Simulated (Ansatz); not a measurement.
Gas-phase electronic energies from Ansatz, PBE0-D4/def2-TZVP geometries. CCSD(T)/CBS is the MP2 limit (def2-TZVPP, def2-QZVPP) plus CCSD(T) − MP2 in def2-TZVPP, frozen cores. Each species was taken in one conformer, which may not be the lowest.

Reaction (formal exchange of groups at a C–C bond): `CC(C)CC(C)C(C)C` + `BCCN` → `BCC(C)N` + `CCCC(C)C(C)C`

| species | CCSD(T)/CBS(def2) energy (Eh) |
| --- | --- |
| `CC(C)CC(C)C(C)C` | -354.54708 |
| `BCCN` | -160.38726 |
| `BCC(C)N` | -199.65332 |
| `CCCC(C)C(C)C` | -315.28684 |

Task: Work out ΔE.

Result: ΔE = (-199.65332) + (-315.28684) − (-354.54708) − (-160.38726) = -0.00582 Eh = -3.7 kcal/mol.

Largest T1 diagnostic among the species: 0.009.

In def2-TZVPP, CCSD(T) changes the Hartree–Fock value by +1.3 kcal/mol (the triples alone add +0.2 kcal/mol) and MP2 by +1.4 kcal/mol. The D4 term adds +0.7 kcal/mol with B3LYP and +0.5 kcal/mol with PBE0; it sums over pairs of atoms, weighted by their polarisabilities, and B3LYP, whose exchange is more repulsive, gets the larger term.

B3LYP here is the variant with VWN-RPA as its local correlation; programs differ in this.
